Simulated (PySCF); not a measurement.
# Structure from 2D NMR

Compound of formula C2H6F3PSi2. Correlations simulated from computed shifts and the bond graph:

HSQC (one-bond C–H):
| δH | δC |
| --- | --- |
| 6.53 | 147.6 |
| 6.41 | 147.6 |
| 6.32 | 136.2 |

COSY cross peaks (H two or three bonds apart, from the bond graph; peaks can be absent where the dihedral angle is near 90°):
| δH | δH |
| --- | --- |
| 6.53 | 6.41 |
| 6.53 | 6.32 |
| 6.41 | 6.32 |
| 6.32 | 4.66 |
| 4.66 | 1.26 |

HMBC (two and three bonds, from the bond graph):
| δH | δC |
| --- | --- |
| 6.53 | 136.2 |
| 6.41 | 136.2 |
| 6.32 | 147.6 |
| 4.66 | 147.6, 136.2 |
| 1.26 | 136.2 |

Method: geometry: GFN2-xTB, σ from GIAO-PBE0/pcSseg-1, in PySCF 2.14 (single conformer, gas phase, no relativistic terms, one averaged value for each set of equivalent atoms).

Chemical shifts δ = σref − σ; ¹H, ¹³C against TMS, all at this level.

Exchangeable hydrogens are left out of these lists.

Which molecule is this?

## Answers

`P[Si@@H](C=C)[Si](F)(F)F`.

Mapped SMILES: `[CH2:1]=[CH:2][Si@H:3]([PH2:4])[Si:5]([F:6])([F:7])[F:8]` (H(Xn): hydrogen on atom n). Ha(C1) is cis to Si3; Hb(C1) is trans to Si3.

- δC 147.6 is C1, a terminal =CH2 carbon (δH 6.41, 6.53).
- δC 136.2 is C2, an alkene CH (δH 6.32).
- COSY links 6.53–6.41, 6.53–6.32, 6.41–6.32, 6.32–4.66, 4.66–1.26.

The data come from this structure; uniqueness wasn't tested.

Shifts are as computed. Against solution values, carbons near 30 ppm lie about +3 ppm off and those near 130 ppm about +5 ppm. Of 1309 compounds with measured shifts, 239 miss one by over three times the rms of a fit or turn the order of signals round; such compounds aren't used in these exercises.
